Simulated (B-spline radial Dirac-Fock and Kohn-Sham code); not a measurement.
Auger decay of the 4d5/2 hole in Eu⁶⁺

System: Eu⁶⁺, [Kr] 4d10 4f5 5s2 5p4.

Model: independent-particle rates on relativistic LDA orbitals of the hole state (multipoles up to L = 3, Coulomb Auger matrix elements, transition energies from Dirac-Fock). Program: a radial finite-basis atomic code. Kinetic energies are configuration averages from the vacuum level; the two-hole energies are estimated from single-hole states.

```
transition  kinetic energy (eV)  width (meV)  share (%)
   N5-O2O3                14.41         9.06        0.9
   N5-N6O2                16.70         9.69        1.0
   N5-N7O2                17.40          127       13.0
   N5-O3O3                19.77         4.53        0.5
   N5-N6N6                19.97         9.48        1.0
   N5-N6N7                20.70          356       36.2
   N5-N7N7                21.42          258       26.3
   N5-N6O3                22.20         31.5        3.2
   N5-N7O3                22.90          176       17.9
```

Coster-Kronig rates are the weakest part of this model and often come out 1.5 to 2.5 times too large. The listed channels hold 100 % of the non-radiative rate. Summed by principal shells, of 0.982 eV in all: NNN 63.5 %, NNO 35.1 %, NOO 1.4 %.

Values without a named source are computed, but for edge energies of neutral atoms, which are taken from tables.
